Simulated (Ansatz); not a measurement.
This Ansatz (a program for electronic structure) input (MP2/cc-pCVQZ) gives -237.47022 Eh with 252 basis functions. A basis named .json is the Basis Set Exchange file of that set (core-valence sets with the plain set on hydrogen).

Ansatz 0.2 input:
```yaml
crystal:
  periodic: [false, false, false]
  atoms:
    - {symbol: F, position_ang: [-1.02012856, -0.25279695, 0.03047619]}
    - {symbol: C, position_ang: [-0.03126398, 0.59606588, 0.00107136]}
    - {symbol: F, position_ang: [1.04097121, -0.14458031, -0.03119043]}
basis:
  gaussian:
    orbitals: cc-pCVQZ.json
magnetization: {spin_polarized: false}
correlation: {method: mp2, electrons: outside_noble_gas}
```

Change:
```diff
- correlation: {method: mp2, electrons: outside_noble_gas}
+ correlation: {method: mp2, frozen_orbitals: {C: 0, F: 0}}
```

### Question
What does the run give now?

### Answer
-237.64318 Eh (MP2/cc-pCVQZ, 252 functions), a change of -172.96 mEh.
